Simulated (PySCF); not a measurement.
C3H3F4, SMILES F[CH]CC(F)(F)F (connectivity only; charge and spin as stated), charge +1, multiplicity 1.

Geometry optimised at PBE0-D3(BJ)/def2-SVP. The multiplicity is an assumed one; no other spin state was optimised. The isomer is the one that the SMILES or the coordinates give; other isomers of the formula were not compared. One conformer was computed; it need not be the lowest.

Two levels are set side by side: PBE/def2-TZVP (PySCF) and HF/def2-TZVP (PySCF). Same geometry, gas phase. Differences are taken from unrounded values.

```json
[
 {"quantity": "orbital gap (eV)", "HF": "15.08", "PBE": "3.38", "PBE minus HF": "-11.70"},
 {"quantity": "highest occupied level (eV)", "HF": "-21.03", "PBE": "-14.80", "PBE minus HF": "6.23"},
 {"quantity": "lowest empty level (eV)", "HF": "-5.95", "PBE": "-11.42", "PBE minus HF": "-5.47"},
 {"quantity": "mean polarisability (bohr³)", "HF": "31.6", "PBE": "38.1", "PBE minus HF": "6.5"}
]
```

Without exact exchange PBE keeps part of each electron's self-repulsion, which lifts occupied levels and narrows the gap. PBE's more diffuse valence density responds more strongly to a field. Differences between two approximate levels are no errors against the true value.

Rough cost on one machine, each run with all the roots and properties that it gave: HF against PBE about 1/3.
